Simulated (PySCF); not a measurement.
Scandium: highly charged ions in a basis for the neutral atom

Sc⁸⁺ [Ne] 3s2 3p1, Sc⁹⁺ [Ne] 3s2. Calculation: PySCF 2.14, in def2-TZVP; no relativity, point nucleus. No spin-orbit coupling, so a gap to NIST mixes the basis error with missing relativistic terms.

Changed run: basis of the neutral atom used for a highly charged ion. This setting is unsound on purpose.

```json
{"species": "Sc⁸⁺", "method": "UHF", "sound run (hartree)": "not run", "changed run (hartree)": "-737.40186", "converged": "yes"}
{"species": "Sc⁸⁺", "method": "PBE", "sound run (hartree)": "not run", "changed run (hartree)": "-737.71196", "converged": "yes"}
{"species": "Sc⁸⁺", "method": "B3LYP", "sound run (hartree)": "not run", "changed run (hartree)": "-737.93776", "converged": "yes"}
{"species": "Sc⁹⁺", "method": "UHF", "sound run (hartree)": "not run", "changed run (hartree)": "-730.82656", "converged": "yes"}
{"species": "Sc⁹⁺", "method": "PBE", "sound run (hartree)": "not run", "changed run (hartree)": "-731.09840", "converged": "yes"}
{"species": "Sc⁹⁺", "method": "B3LYP", "sound run (hartree)": "not run", "changed run (hartree)": "-731.31687", "converged": "yes"}
```

Ionisation energy of Sc⁸⁺:

```tsv
method	changed run (eV)	NIST (eV)
UHF	178.92	180.03 ± 0.12
PBE	179.96	180.03 ± 0.12
B3LYP	180.16	180.03 ± 0.12
```

The contracted functions were made for the neutral atom and can be too rigid for a highly charged ion.
